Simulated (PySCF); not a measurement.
Excitations are Tamm–Dancoff values on a coarser integration grid. The basis has no diffuse functions, so Rydberg states are missing or too high.

Cartesian coordinates (Å):
SMILES: CC[Si](CC)(CC)CC
```xyz
29

C      1.3232     0.7709     2.4585
C      0.1427    -0.0295     1.8916
Si     0.0000     0.0000     0.0000
C     -1.5713    -0.9240    -0.5261
C     -1.5815    -2.4197    -0.1820
C     -0.0935     1.7950    -0.6074
C     -1.2286     2.6230     0.0103
C      1.5221    -0.8414    -0.7581
C      1.4869    -0.9742    -2.2868
H      1.3687     0.7204     3.5590
H      1.2578     1.8366     2.1837
H      2.2872     0.3979     2.0754
H      0.2111    -1.0837     2.2147
H     -0.8070     0.3467     2.3131
H     -2.4376    -0.4227    -0.0584
H     -1.7028    -0.7849    -1.6144
H     -1.4798    -2.5868     0.9028
H     -2.5146    -2.9127    -0.5013
H     -0.7484    -2.9522    -0.6696
H     -0.1917     1.7807    -1.7077
H      0.8802     2.2767    -0.4048
H     -2.2153     2.1792    -0.2008
H     -1.2467     3.6556    -0.3757
H     -1.1317     2.6867     1.1066
H      1.6296    -1.8384    -0.2939
H      2.4182    -0.2742    -0.4486
H      2.3926    -1.4633    -2.6819
H      0.6223    -1.5711    -2.6207
H      1.4080     0.0098    -2.7774
```
Charge 0, multiplicity 1.

Task: Give the HOMO, LUMO, HOMO–LUMO gap, T1 excitation (TDA) and S1 oscillator strength at the level PBE-D3(BJ)/def2-TZVP // B3LYP-D3(BJ)/def2-SVP run with PySCF.

Result: 
```
Quantity                  Result
----------------------  --------
HOMO                    -6.39 eV
LUMO                     0.13 eV
HOMO–LUMO gap            6.52 eV
T1 excitation (TDA)      6.46 eV
S1 oscillator strength     0.004
```
